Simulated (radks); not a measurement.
Fractional charge and spin in the 4d shell of ruthenium: the spin-up occupation runs from 3 to 4 and the spin-down occupation from 2 to 3; the fullest corner is Ru, [Kr] 5s(up 0.5, down 0.5) 4d(up 4, down 3). Method: scalar-relativistic Kohn-Sham, PBE, spin-polarised, spherical densities, point nucleus; computed with a radial shooting solver on a logarithmic mesh with Libxc functionals. Energy (eV) above the fullest corner. The planes named below are the two flat planes that join the four corners, with an edge along up + down = one added electron.

down \ up,3,3.5,4
2,31.407,19.005,9.576
2.5,19.370,10.095,3.566
3,10.267,3.893,0.000

Corners above the fullest one (they belong to Ru+ and the next ion): (up 4, down 2) 9.576 eV, (up 3, down 3) 10.267 eV, (up 3, down 2) 31.407 eV. With half an added electron in each spin the energy lies 0.173 eV from the planes, and with half an added electron in spin up alone -1.486 eV. The planes are only a guide here: the flat-plane condition holds for ground states with one frontier orbital, while this shell lies below other occupied shells, so the corners above the fullest one are inner-hole states and not the ground states of those ions.
